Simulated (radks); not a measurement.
The numbers below are computed, except where a source is named.
Question: S+, configuration [Ne] 3s2 3p3 (the NIST ground configuration). Level of theory: scalar-relativistic Kohn-Sham, BP86, spin-polarised, spherical densities, finite nucleus; open shells are filled with parallel spins first; Fermi nuclear charge, rms radius 3.2611 fm (a radial shooting solver on a logarithmic mesh with Libxc functionals). Some entries of the table are withheld. Estimate them.

orbital,occ.,eigenvalue (hartree),r(max) (bohr),<1/r> (bohr^-1)
1s up,1,-88.89755,0.06328,15.66
1s down,1,-88.88123,0.06327,15.67
2s up,1,-8.21104,0.3880,3.066
2s down,1,-8.19508,0.3883,3.065
2p up,3,-6.18583,0.3254,2.960
2p down,3,-6.16369,0.3259,2.959
3s up,1,(1),1.391,0.8422
3s down,1,(2),1.386,0.8391
3p up,3,(3),1.543,0.7211
3p down,0,(4),1.554,0.7031

Answer: 
(1) 3s up eigenvalue (hartree): -1.06002
(2) 3s down eigenvalue (hartree): -0.94108
(3) 3p up eigenvalue (hartree): -0.65874
(4) 3p down eigenvalue (hartree): -0.54732
